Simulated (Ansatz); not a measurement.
```yaml
crystal:
  periodic: [false, false, false]
  atoms:
    - {symbol: C, position_ang: [-0.839539, 0.188633, 1.129685]}
    - {symbol: C, position_ang: [-0.120996, -0.536445, 0.018120]}
    - {symbol: C, position_ang: [1.266504, -0.015611, -0.471596]}
    - {symbol: B, position_ang: [0.050554, 0.043748, -1.371507]}
    - {symbol: Br, position_ang: [-0.721756, 0.590387, -2.989808]}
    - {symbol: H, position_ang: [-0.771672, 1.272726, 1.005240]}
    - {symbol: H, position_ang: [-0.413429, -0.058688, 2.106480]}
    - {symbol: H, position_ang: [-1.900754, -0.070735, 1.146260]}
    - {symbol: H, position_ang: [-0.167864, -1.622262, 0.092132]}
    - {symbol: H, position_ang: [2.049560, -0.752672, -0.623717]}
    - {symbol: H, position_ang: [1.634693, 0.904019, -0.020791]}
basis:
  gaussian: {orbitals: def2-TZVPP, final_grid: {core_spheres: 8, valence_spheres: 7, degree: 23}}
total_charge: -2
hamiltonian: {xc: {name: r2SCAN50}}
output: {forces: true}
```

```sh
$ ansatz run in.yaml --threads 4 --pin off --events-out ev --progress --plain --max-ram 10444MiB
```

Output, abridged:

```
Functional definition: r2SCAN50
1681 factors; their error is unknown
mean field evaluation 1: about -73918.8751 eV, gradient 2.8e1 eV
mean field evaluation 2: about -73919.5180 eV, gradient 2.7e1 eV
mean field evaluation 4: about -73921.1316 eV, gradient 1.8e0 eV
mean field evaluation 8: about -73921.1403 eV, gradient 1.7e-1 eV
mean field evaluation 16: about -73922.0344 eV, gradient 5.5e-3 eV
mean field -73922.03437393 eV, -2716.5846570873 hartree, gradient 6.0e-5 eV, S^2 0.000000; 0 other end points of the search recorded, 0 dependent functions left out
reference -73922.03438172 eV, -2716.5846573737 hartree; 33, 33 occupied and 223, 223 virtual orbitals, 1681 factors
Total energy: -73922.03438172 eV, -2716.5846573737 hartree
Atom 0 at    -0.839539     0.188633     1.129685 Å, force     0.271515    -0.014579    -0.036980 eV/Å
Atom 1 at    -0.120996    -0.536445     0.018120 Å, force     0.047792     0.934400    -1.781718 eV/Å
Atom 2 at     1.266504    -0.015611    -0.471596 Å, force    -0.585989     0.853102    -0.137347 eV/Å
Atom 3 at     0.050554     0.043748    -1.371507 Å, force    -0.111865     0.160789     1.730395 eV/Å
Atom 4 at    -0.721756     0.590387    -2.989808 Å, force    -0.874994     0.343786    -2.319744 eV/Å
Atom 5 at    -0.771672     1.272726     1.005240 Å, force    -0.043140    -0.122102    -0.142174 eV/Å
Atom 6 at    -0.413429    -0.058688     2.106480 Å, force     0.036958    -0.309572     0.846553 eV/Å
Atom 7 at    -1.900754    -0.070735     1.146260 Å, force    -0.023091    -0.026164     0.068454 eV/Å
Atom 8 at    -0.167864    -1.622262     0.092132 Å, force     0.058074    -0.783490     0.934634 eV/Å
Atom 9 at     2.049560    -0.752672    -0.623717 Å, force     0.803565    -0.746669     0.433668 eV/Å
Atom 10 at     1.634693     0.904019    -0.020791 Å, force     0.421175    -0.289499     0.404259 eV/Å
Dipole moment:    -0.364646     0.373436    -1.666574 e Å
```

Task: Something in this input is off. What?

Result: The charge is far from anything that the molecule holds. The run converged. The result belongs to that input, not to the molecule as meant.
